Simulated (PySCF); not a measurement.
A PySCF script (with the pyscf-properties extension) for the NMR shieldings of `CO[C@@H]1CP[C@H]1C`, C₅H₁₁OP, on a GFN2-xTB geometry:

```python
import basis_set_exchange as bse
import numpy as np
from pyscf import gto, dft
from pyscf.prop import nmr

atoms = """
C     2.526684   -0.374741   -0.019714
O     1.418509    0.455591    0.218885
C     0.189951   -0.128030   -0.126392
C    -0.140430   -0.210591   -1.630389
P    -1.929824    0.241242   -1.307265
C    -1.005272    0.755679    0.256505
C    -1.650620    0.525422    1.607251
H     2.450841   -1.308357    0.552819
H     2.624489   -0.620052   -1.083596
H     3.405026    0.179447    0.304806
H     0.102172   -1.124623    0.336914
H     0.352279    0.594266   -2.178522
H     0.044906   -1.158440   -2.132658
H    -2.259018   -1.029546   -0.796329
H    -0.706280    1.803028    0.150201
H    -2.541105    1.142349    1.711297
H    -1.938785   -0.518452    1.722838
H    -0.952282    0.782126    2.401692
"""
names = dict.fromkeys(["C", "O", "P", "H"], "pcSseg-1")
basis = {el: gto.basis.parse(bse.get_basis(n, elements=[el], fmt="nwchem")) for el, n in names.items()}
mol = gto.M(atom=atoms, basis=basis, charge=0, verbose=0)
mf = dft.RKS(mol, xc="PBE0")
mf.grids.level = 2
mf.grids.alignment = dft.numint.BLKSIZE   # the property module wants whole blocks of grid points
mf.conv_tol = 1e-9
mf.kernel()

calc = nmr.RKS(mf)   # GIAO
C = mf.mo_coeff
Co = C[:, mf.mo_occ > 0]
resp = mf.gen_response(singlet=True, hermi=2)
def vind(x):   # induced exchange potential for any number of trial vectors
    d = np.einsum("pi,xij,qj->xpq", C, 2 * x.reshape(-1, C.shape[1], Co.shape[1]), Co, optimize=True)
    return np.einsum("xpq,pi,qj->xij", resp(d - d.transpose(0, 2, 1)), C, Co, optimize=True).ravel()
mo1, _ = nmr.rhf.solve_mo1(calc, with_cphf=vind)
sigma = calc.kernel(mo1)
for i, s in enumerate(sigma):   # ppm
    print("%2d %-2s %9.2f" % (i, mol.atom_pure_symbol(i), np.trace(s) / 3))
```

Problem. What does it print?

Solution. 
```
 0 C     130.12
 1 O     266.32
 2 C      99.10
 3 C     164.01
 4 P     443.90
 5 C     146.14
 6 C     163.95
 7 H      28.66
 8 H      28.22
 9 H      28.01
10 H      28.24
11 H      30.10
12 H      29.57
13 H      28.99
14 H      29.40
15 H      30.41
16 H      30.81
17 H      29.89
```

These numbers come from an equivalent density-fitted implementation of the same equations, which agrees with the script to about 0.01 ppm for H and up to a few tenths of a ppm for heavy atoms, so last digits may differ.

Size and cost of the density-fitted run: 181 basis functions, 20 s wall time on 1 thread of an Arm Neoverse V2, shared host; peak memory 0.76 GiB.
